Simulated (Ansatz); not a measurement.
One change: `N=C(I)[NH][GaH2]` becomes `COC(=N)I`.

Ansatz, PBE0-D4/def2-TZVP geometries, multiplicity 1. Each molecule was computed in one conformer, which needn't be the lowest.

Elements past krypton have def2 core potentials. Scalar relativity is left out up to krypton. Spin–orbit coupling is left out; it splits and shifts lone-pair levels of the heavy atoms by tenths of an eV.

```
                                                                                  property  `N=C(I)[NH][GaH2]`
                                                         HOMO energy (PBE/def2-TZVPP) / eV               -6.11
                                            size of the dipole moment (PBE/def2-TZVPP) / D                3.74
                                          size of the dipole moment (B3LYP/def2-TZVPP) / D                3.89
                                                     HOMO–LUMO gap (B3LYP/def2-TZVPP) / eV                4.84
ideal-gas entropy at 298 K and 1 bar (rigid rotor, harmonic PBE0-D4/def2-TZVP) / J/(mol·K)                 371
                                                         LUMO energy (PBE/def2-TZVPP) / eV               -2.75
```

(1) Give the same properties after the change, and the shifts. (Estimate.)

Answers

(1) Ansatz gave: 
```
                                                                                  property  `COC(=N)I`  shift
                                                         HOMO energy (PBE/def2-TZVPP) / eV       -6.20  -0.09
                                            size of the dipole moment (PBE/def2-TZVPP) / D        3.39  -0.35
                                          size of the dipole moment (B3LYP/def2-TZVPP) / D        3.40  -0.49
                                                     HOMO–LUMO gap (B3LYP/def2-TZVPP) / eV        6.06   1.22
ideal-gas entropy at 298 K and 1 bar (rigid rotor, harmonic PBE0-D4/def2-TZVP) / J/(mol·K)         334    -37
                                                         LUMO energy (PBE/def2-TZVPP) / eV       -1.75   1.00
```

With PBE0 the HOMO falls by 0.11 eV and the LUMO rises by 1.12 eV, so the gap widens by about 1.23 eV. PBE moves the HOMO by -0.09 eV and ωB97M-V by -0.15 eV. Dipoles are sizes alone; their direction can turn. Modes under 60 cm⁻¹, often nearly free rotors, make the harmonic entropy too high.

Positive LUMOs are unbound, so they and the gaps depend on the basis.

B3LYP here is the variant with VWN-RPA as its local correlation; programs differ in this.
